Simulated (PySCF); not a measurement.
4,4-difluoro-1,3-dioxolane (C3H4F2O2), SMILES FC1(F)COCO1.

The structure is a stationary point at PBE0-D3(BJ)/def2-SVP. Other conformers were not sampled.

These are TDDFT-PBE/def2-SVPD in PySCF 2.14.0 values and carry that method's errors.

Vertical excitations. Gas-phase values at a fixed geometry.

Computed excitation energies, oscillator strengths and character:
```
state  energy (eV)  λ (nm)      f                            main pairs
-----  -----------  ------  -----  ------------------------------------
S1            6.89     180  0.021                       HOMO→LUMO 100 %
S2            7.32     169  0.001                      HOMO→LUMO+1 98 %
S3            7.65     162  0.004                     HOMO−1→LUMO 100 %
S4            7.68     161  0.003                      HOMO→LUMO+2 98 %
S5            7.89     157  0.040                      HOMO→LUMO+3 94 %
S6            8.09     153  0.017                    HOMO−1→LUMO+1 94 %
S7            8.45     147  0.008  HOMO−1→LUMO+2 79 %, HOMO→LUMO+4 19 %
S8            8.47     146  0.004  HOMO→LUMO+4 77 %, HOMO−1→LUMO+2 20 %
S9            8.54     145  0.025                      HOMO→LUMO+5 93 %
S10           8.64     144  0.003                    HOMO−1→LUMO+3 96 %
T1            6.72     185      0                        HOMO→LUMO 99 %
T2            7.08     175      0                      HOMO→LUMO+1 98 %
T3            7.51     165      0    HOMO→LUMO+2 73 %, HOMO−1→LUMO 26 %
T4            7.60     163      0    HOMO−1→LUMO 74 %, HOMO→LUMO+2 26 %
```
Triplets are in the Tamm–Dancoff approximation, which puts them higher than full response would, so one can lie above its singlet here.
